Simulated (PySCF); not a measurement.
N2, charge -1, doublet, at a GFN2-xTB geometry (a state made from the parent by changing its charge; the spin is typed, not shown lowest) (a gas-phase anion, which may not be bound at this level); CASSCF(3,4)/STO-3G in PySCF.

Input for PySCF:
```python
from pyscf import gto, scf, mcscf
import numpy

mol = gto.Mole()
mol.atom = '''
    N    -0.00000000   -0.00000000   -0.60546700
    N     0.00000000    0.00000000    0.60546700
'''
mol.basis = 'sto-3g'
mol.charge = -1
mol.spin = 1
mol.verbose = 4
mol.build()

mf = scf.ROHF(mol)
mf.kernel()
mc = mcscf.CASSCF(mf, 4, 3)
mc.fix_spin_(ss=0.75)
mc = mc.newton()
mc.kernel()
occ = numpy.linalg.eigvalsh(mc.fcisolver.make_rdm1(mc.ci, mc.ncas, mc.nelecas))[::-1]
ss = mc.fcisolver.spin_square(mc.ci, mc.ncas, mc.nelecas)[0]
print('natural occupations', occ.round(4), ' <S^2>', round(ss, 4))
```

The log (banner, timings and long lists left out):

```
PySCF version 2.14.0

[INPUT] verbose = 4
[INPUT] num. atoms = 2
[INPUT] num. electrons = 15
[INPUT] charge = -1
[INPUT] spin (= nelec alpha-beta = 2S) = 1
[INPUT] symmetry False subgroup None
[INPUT] Mole.unit = angstrom
[INPUT] Symbol           X                Y                Z      unit          X                Y                Z       unit  Magmom
[INPUT]  1 N      0.000000000000   0.000000000000  -0.605467000000 AA    0.000000000000   0.000000000000  -1.144166807462 Bohr   0.0
[INPUT]  2 N      0.000000000000   0.000000000000   0.605467000000 AA    0.000000000000   0.000000000000   1.144166807462 Bohr   0.0

nuclear repulsion = 21.4129616767553
number of shells = 6
number of NR pGTOs = 30
number of NR cGTOs = 10
basis = sto-3g
ecp = {}

******** <class 'pyscf.scf.rohf.ROHF'> ********
method = ROHF
initial guess = minao
damping factor = 0
level_shift factor = 0
DIIS = <class 'pyscf.scf.diis.CDIIS'>
diis_start_cycle = 1
diis_space = 8
diis_damp = 0
SCF conv_tol = 1e-09
SCF conv_tol_grad = None
SCF max_cycles = 50
direct_scf = True
direct_scf_tol = 1e-13
num. doubly occ = 7  num. singly occ = 1
Set gradient conv threshold to 3.16228e-05
init E= -107.291525724531

WARN: HOMO 0.114007372251602 >= LUMO 0.114007372251602

cycle= 1 E= -107.248681204392  delta_E= 0.0428  |g|= 0.0671  |ddm|= 1.77
  HOMO = 0.529587024358682  LUMO = 0.763425610169094  gap/eV = 6.36307
cycle= 2 E= -107.24936410277  delta_E= -0.000683  |g|= 0.0103  |ddm|= 0.0593
  HOMO = 0.528758021573623  LUMO = 0.762596607384034  gap/eV = 6.36307
cycle= 3 E= -107.249398072586  delta_E= -3.4e-05  |g|= 0.00114  |ddm|= 0.0155
  HOMO = 0.528659994000731  LUMO = 0.762498579811141  gap/eV = 6.36307
cycle= 4 E= -107.249398566346  delta_E= -4.94e-07  |g|= 1.87e-07  |ddm|= 0.0021
  HOMO = 0.528659832527768  LUMO = 0.76249841833818  gap/eV = 6.36307
cycle= 5 E= -107.249398566346  delta_E=    0  |g|= 3.67e-11  |ddm|= 3.14e-07
  HOMO = 0.5286598325608  LUMO = 0.762498418371212  gap/eV = 6.36307
Extra cycle  E= -107.249398566346  delta_E= -5.68e-14  |g|= 8.04e-12  |ddm|= 4.93e-11
converged SCF energy = -107.249398566346

******** <class 'pyscf.mcscf.newton_casscf.CASSCF'> ********
CAS (2e+1e, 4o), ncore = 6, nvir = 0
max_cycle_macro = 50
max_cycle_micro = 10
conv_tol = 1e-07
conv_tol_grad = None
orbital rotation max_stepsize = 0.03
augmented hessian ah_max_cycle = 30
augmented hessian ah_conv_tol = 1e-12
augmented hessian ah_linear dependence = 1e-14
augmented hessian ah_level shift = 1e-08
augmented hessian ah_start_tol = 500
augmented hessian ah_start_cycle = 3
augmented hessian ah_grad_trust_region = 3
kf_trust_region = 3
kf_interval = 5
natorb = False
canonicalization = True
internal_rotation = False
******** <class 'pyscf.fci.addons.SpinPenaltyFCISolver'> ********
max. cycles = 50
conv_tol = 1e-08
davidson only = True
linear dependence = 1e-12
level shift = 0.001
max iter space = 12
nroots = 1
pspace_size = 400
spin = None

WARN: SO-CASSCF (Second order CASSCF) is an experimental feature. Its performance is bad for large systems.

CASCI E = -107.2983671338  dE = -107.29837  S^2 = 0.7500000
Set conv_tol_grad to 0.000316228
macro 1 (4 JK  1 micro), CASSCF E = -107.298371717118  dE = -4.583e-06  |grad|=0.00751  S^2 = 0.7500000
macro 2 (1 JK  0 micro), CASSCF E = -107.298371717119  dE = -8.384e-13  |grad|=2.84e-06  S^2 = 0.7500000
newton CASSCF converged in 2 macro (2 KF 3 Hx) steps
CASSCF canonicalization
Density matrix diagonal elements [1.88592426e+00 1.00000000e+00 1.13805542e-01 2.70194644e-04]
CASSCF energy = -107.298371717119
CASCI E = -107.298371717119  E(CI) = -1.39038784305573  S^2 = 0.7500000
natural occupations [1.8859e+00 1.0000e+00 1.1380e-01 3.0000e-04]  <S^2> 0.75
```
